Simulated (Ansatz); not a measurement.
A search over several starts for the lowest SCF solution of the cluster Au4⁻ at the given spin, in a small basis.

```yaml
crystal:
  periodic: [false, false, false]
  atoms:
    - {symbol: Au, position_ang: [-1.245580, -0.373206, 0.263861]}
    - {symbol: Au, position_ang: [3.339175, 1.809521, -0.884255]}
    - {symbol: Au, position_ang: [-3.324025, -1.830825, 0.885555]}
    - {symbol: Au, position_ang: [1.230431, 0.394520, -0.265161]}
basis:
  gaussian: {orbitals: def2-SVP, initial_orbitals: start.molden}
total_charge: -1
magnetization: {spin_polarized: true, initial_magnetization: 1}
hamiltonian: {xc: pbe0, dispersion: d4}
output: {orbitals: {seedname: orbitals}}
```

The file start.molden holds the orbitals of an earlier run on this structure, at another level or in another basis.

```sh
$ ansatz run in.yaml --threads 4 --pin off --events-out ev --progress --plain --max-ram 3916MiB
```

Output, abridged:

```
Functional definition: PBE0
1304 factors; integrals over basis functions are off by at most 3.2e-4 eV
mean field evaluation 1: about -14769.2461 eV, gradient 1.7e2 eV
mean field evaluation 2: about -14773.3823 eV, gradient 9.8e0 eV
mean field evaluation 4: about -14777.2735 eV, gradient 1.5e0 eV
mean field evaluation 8: about -14777.5108 eV, gradient 5.1e-3 eV
mean field evaluation 16: about -14777.5073 eV, gradient 4.9e-1 eV
mean field -14777.51077154 eV, -543.0635042975 hartree, gradient 8.8e-5 eV, S^2 0.767382; 1 other end points of the search recorded, 0 dependent functions left out
reference -14777.51080400 eV, -543.0635054906 hartree; 39, 38 occupied and 89, 90 virtual orbitals, 1304 factors
Total energy: -14777.66909250 eV, -543.0693224855 hartree
```

It took 6.5 s on 4 threads of Arm Neoverse V2 on a shared host.

In the def2 sets Au takes a core potential; there is no spin–orbit coupling. The structure comes from a short search, and lower isomers may exist.
